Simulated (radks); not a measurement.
Values are calculated unless marked as measured or tabulated.
Excited configurations of neutral rhenium: one electron is placed in a higher orbital outside [Xe] 4f14 5d5 6s1. The ground configuration is [Xe] 4f14 5d5 6s2. Code: a radial shooting solver on a logarithmic mesh with Libxc functionals. Model: Dirac Kohn-Sham, LDA (Slater exchange, Perdew-Wang correlation), spin-unpolarised, spherical densities, finite nucleus; open shells are shared between the two j in proportion to 2j + 1; Fermi nuclear charge, rms radius 5.3698 fm. Excitation = E - E(ground); binding = E(ion) - E, where the ion is the core of charge +1; n* = 1/sqrt(2 binding) in atomic units, and the quantum defect is n - n*. Eigenvalue and <r> are those of j = l + 1/2.

| outer orbital | excitation (eV) | binding (eV) | n* | quantum defect | eigenvalue (eV) |
|---|---|---|---|---|---|
| 5f | 8.592 | 0.917 | 3.853 | 1.147 | -0.437 |
| 6d | 7.902 | 1.606 | 2.910 | 3.090 | -0.721 |
| 6f | 8.873 | 0.636 | 4.626 | 1.374 | -0.369 |
| 7s | 6.919 | 2.590 | 2.292 | 4.708 | -1.513 |
| 7p | 7.703 | 1.806 | 2.745 | 4.255 | -1.003 |
| 7d | 8.514 | 0.995 | 3.699 | 3.301 | -0.561 |

The Delta-SCF ionisation energy is 9.509 eV (NIST Atomic Spectra Database: 7.834 eV, measured). Self-interaction in the functional shifts the binding energies and quantum defects, so they are the method's values and not measured ones. Spin polarisation and multiplet splitting are left out, so open shells lie too high by an amount that depends on their filling. Sharing an open shell by 2j + 1 raises it above the true ground level by a part of the spin-orbit splitting, which enters the differences from NIST.

Beside tabulated values, note that spin-unpolarised runs miss the spin-polarisation part of the exchange energy of open shells.
